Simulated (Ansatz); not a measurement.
`BO[SiH]([SiH3])Cl` + `C=C(N)O` → `BOC(=C)N` + `O[SiH]([SiH3])Cl`  (ligand exchange at a B–O bond)

Calculated with Ansatz (gas phase, PBE0-D4/def2-TZVP geometries, no zero-point term in ΔE). CCSD(T)/CBS adds triple-zeta CCSD(T) − MP2 to the extrapolated MP2 energy (def2 sets, frozen cores). DFT in def2-TZVPP. One conformer a species, not always the lowest.

| level | ΔE (kcal/mol) |
| --- | --- |
| PBE-D4 | 0.7 |
| PBE0-D4 | 1.8 |
| PBE | 0.7 |
| SCS-MP2/def2-TZVPP | 2.4 |
| CCSD/def2-TZVPP | 2.3 |
| MP2/def2-QZVPP | 2.1 |
| SCS-MP2/def2-QZVPP | 2.4 |
| HF/CBS(def2) | 4.6 |

**Question.** What does CCSD(T)/CBS give? (Estimate.)

**Answer.** Computed: +1.8 kcal/mol. The listed levels differ from it by -1.1, 0.0, -1.1, 0.6, 0.5, 0.3, 0.6, 2.8 kcal/mol.

Largest T1 diagnostic among the species: 0.014.

From PBE to PBE0 (25 % exact exchange), in def2-TZVPP and without D4, ΔE moves by +1.1 kcal/mol. In def2-TZVPP, CCSD(T) changes the Hartree–Fock value by −2.7 kcal/mol (the triples alone add −0.5 kcal/mol) and MP2 by −2.4 kcal/mol.
